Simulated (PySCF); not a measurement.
**Simulated absorption spectrum**

Species: C₈H₂₄S₂Si₄.
InChI=1S/C8H24S2Si4/c1-11(2)9-13(5,6)14(7,8)10-12(11,3)4/h1-8H3

Method: PySCF 2.14.0, density-fitted response routines, TDDFT wB97X-D/def2-SVPD, vertical, gas phase, core orbitals frozen in the response. Isolated species at its PBE0-D3(BJ)/def2-SVP geometry (one conformer only).

Computed states:

```
state  E (eV)       f
   S1    5.52  0.0001
   S2    5.70   0.083
   S3    5.99   0.034
   S4    6.02  0.0027
   S5    6.43  0.0015
   S6    6.44   0.111
   S7    6.54  0.0005
   S8    6.75  0.0000
   S9    6.85   0.092
  S10    6.92   0.072
```

Each state is given a Gaussian of 0.3 eV full width at half maximum, with ε(max) = 2.175×10⁸ f / Δν̃ (Δν̃ the width in cm⁻¹). The width is an assumption, not a result. The curve ends short of the highest state used, and states not computed would add to its high-energy end.

Task: Give the broadened spectrum and its maxima.

Result: 
(λ (nm), ε (L mol⁻¹ cm⁻¹)): (196.2, 6838), (197.8, 4625), (199.5, 3015), (201.2, 2421), (202.8, 2584), (204.5, 3106), (206.1, 3595), (207.8, 3981), (209.5, 4351), (211.1, 4891), (212.8, 5763), (214.5, 6766), (216.1, 7481), (217.8, 7638), (219.4, 7087), (221.1, 5895), (222.8, 4406), (224.4, 3046), (226.1, 1868), (227.7, 1081), (229.4, 553), (231.1, 260), (232.7, 118), (234.4, 48), (236.1, 18), (237.7, 7), (239.4, 2), (241.0, 1), (242.7, 0), (244.4, 0)

Maxima: 217 nm (5.71 eV), ε about 7700, made up of S2 (97%) (ε in L mol⁻¹ cm⁻¹; maxima over ε = 5, shares over 10%). At its high-energy end, 6.32 eV, the curve is still rising (ε about 6900, from S6).

Task: On this curve, what absorbance would a 10⁻⁴ mol/L sample give at 222 nm over a 1 cm path?

Result: 222 nm is 5.585 eV, where ε is about 5100 L mol⁻¹ cm⁻¹, so A = ε c l ≈ 0.51 (Beer–Lambert, with the gas-phase spectrum and the assumed width).

Task: What would ε be at 5.71 eV, the highest of these maxima, with half the width (0.15 eV)?

Result: About 14500 L mol⁻¹ cm⁻¹ against 7670, a factor of about 1.9; a lone state at its own centre would give exactly 2.

Task: Coming from long wavelengths, where does ε first pass 100 L mol⁻¹ cm⁻¹?

Result: At about 233 nm (5.32 eV), 0.20 eV below S1.

Without π bonds the low states may be Rydberg-like; a valence basis with one diffuse set may place them up to an eV too high.
